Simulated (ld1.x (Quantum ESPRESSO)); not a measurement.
**What one change does to a pseudopotential (Al, TM)**

aluminium (Al), norm-conserving Troullier–Martins (Kleinman–Bylander form), made with ld1.x (Quantum ESPRESSO) 7.5 (LDA (PZ), non-relativistic). Core [Ne], reference 3s2 3p1. Waves: 3p (bound): rc 2.65 bohr; 3d channel at -0.05 Ry: rc 2.30 bohr; 3s (bound): rc 1.85 bohr. Local part: the s channel. Core correction: none.

Change: wave 3p (bound): rc 2.65 bohr becomes 3p (bound): rc 1.72 bohr.

Cutoffs: the cutoffs (Ry, on a coarse ladder) from which the occupation-weighted sum of valence levels, in a spherical-Bessel basis at the reference potential, stays within 10 and 1 mRy of its value at 400 Ry; they do not see the model core or the augmentation charge, which bear on the density cutoff. Errors are all-electron minus pseudo energies relative to the spin-unpolarised reference configuration.

Question: Predict the effect on cutoff, ghosts and configuration errors.

Answer: The potential gets harder (10 Ry and 30 Ry → 12 Ry and 35 Ry); of the 9 tests that both files solve, the error grows in 2 and shrinks in 0 by more than 15 % and 0.3 meV (median size 7.7 → 9.5 meV); neither file shows a bound ghost. A smaller radius makes the pseudo-wave follow the all-electron one further in, where it bends more sharply, so more plane waves are needed.

```tsv
quantity	base	changed
cutoff, loose	10 Ry	12 Ry
cutoff, tight	30 Ry	35 Ry
bound ghosts	none	none
error for 3s2 3p0, meV [ΔE 5.86 eV]	+3.5	+3.2
error for 3s1 3p0, meV [ΔE 25.20 eV]	+88	+85
error for 3s2 3p0.5, meV [ΔE 2.13 eV]	+0.6	+0.6
error for 3s2 3p1.3, meV [ΔE -0.60 eV]	+0.1	+0.1
error for 3s1 3p2, meV [ΔE 5.12 eV]	+7.7	+9.5
error for 3s1 3p1, meV [ΔE 11.64 eV]	+23	+25
error for 3s0 3p3, meV [ΔE 10.44 eV]	+34	+43
error for 3s2 3p1 (spin-polarised), meV [ΔE -0.14 eV]	+6.7	+6.4
error for 3s1 3p0 (spin-polarised), meV [ΔE 24.77 eV]	+222	+219
```
